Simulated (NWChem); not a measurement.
System: C4H5Si cation

```xyz
10

C      0.0000    -0.7582     1.2140
C      0.0000    -1.3884     0.0200
Si     0.0000     0.0000    -1.1624
C      0.0000     1.3884     0.0200
C      0.0000     0.7582     1.2140
H      0.0000    -1.2884     2.1727
H      0.0000    -2.4701    -0.1190
H      0.0000     0.0000    -2.6417
H      0.0000     2.4701    -0.1190
H      0.0000     1.2884     2.1727
```
Atoms are numbered in this order, from 1.

Results from NWChem. Structure relaxed at the PBE0/def2-SVP level.

For level LC-BLYP (range parameter 0.33 per bohr)/def2-SVP:

```yaml
highest occupied level (eV): -14.94
orbital gap (eV): 7.73
```

### Question
What are these values for level PBE/def2-SVP?

### Answer
| Property | Value |
|---|---|
| highest occupied level (eV) | -11.70 |
| orbital gap (eV) | 1.56 |
